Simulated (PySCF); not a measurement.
ClH2Si, SMILES [SiH2]Cl, multiplicity 2. Atoms are numbered in the order given.

```xyz
4

Si    -1.0329     0.1014     0.0000
Cl     1.0317    -0.0164     0.0000
H     -1.5389    -0.5700    -1.2234
H     -1.5389    -0.5700     1.2234
```
Charge 0, spin multiplicity 2.

Geometry: B3LYP-D3(BJ)/def2-TZVP. The isomer is the one that the SMILES or the coordinates give; other isomers of the formula were not compared.

Computed with B3LYP/pcH-1 (PySCF).

Unrestricted Kohn–Sham, ⟨S²⟩ = 0.751. Hyperfine tensors hold the contact and dipolar terms, without spin-orbit corrections.

Computed hyperfine couplings:
| nucleus | A(iso) (MHz) | A(iso) (G) | dipolar principal values (MHz) |
|---|---|---|---|
| 29Si no. 1 | -643.1 | -229.5 | -162.7, 80.8, 81.9 |
| 35Cl no. 2 | 14.5 | 5.2 | -22.1, -20.1, 42.2 |
| 1H no. 3 | 90.7 | 32.4 | -8.2, 0.5, 7.7 |
| 1H no. 4 | 90.7 | 32.4 | -8.2, 0.5, 7.7 |

Question: And the g tensor (effective nuclear charges for spin-orbit coupling, GIAO)? (The exact figures need the calculation; the answer reports its results.)

Answer: principal values 2.0022, 2.0071, 2.0103; isotropic 2.0065.
